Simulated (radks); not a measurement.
Results of a calculation; reference values are marked as such.
Ionisation of the molybdenum ion Mo+, [Kr] 4d5, to [Kr] 4d4 as the strength of local exchange is varied. Code: a radial shooting solver on a logarithmic mesh with Libxc functionals. Model: Dirac Kohn-Sham, Slater X-alpha exchange (alpha = 2/3 is LDA exchange), no correlation, spin-unpolarised, spherical densities, finite nucleus; open shells fill j = l - 1/2 first; Fermi nuclear charge, rms radius 4.4091 fm.

| alpha | E(Mo+) (hartree) | exchange (hartree) | IE (eV) | -e of the level emptied (eV) | <r> of it (bohr) |
|---|---|---|---|---|---|
| 0.667 | -4040.90522 | -115.42454 | 14.237 | 9.309 (4d5/2) | 1.940 |
| 0.679 | -4042.98236 | -117.56108 | 14.387 | 9.434 (4d5/2) | 1.931 |
| 0.682 | -4043.50181 | -118.09555 | 14.424 | 9.465 (4d5/2) | 1.929 |
| 0.88 | -4077.93171 | -153.66173 | 17.070 | 11.716 (4d5/2) | 1.803 |
| 0.881 | -4078.10633 | -153.84281 | 17.084 | 11.728 (4d5/2) | 1.802 |
| 0.978 | -4095.07926 | -171.47697 | 18.496 | 12.955 (4d5/2) | 1.748 |

NIST Atomic Spectra Database: 16.2 +/- 0.12 eV (semi-empirical). The Delta-SCF value meets it near alpha = 0.81. Spin polarisation and multiplet splitting are left out, so open shells lie too high by an amount that depends on their filling.

Beside tabulated values, note that spin-unpolarised runs miss the spin-polarisation part of the exchange energy of open shells.
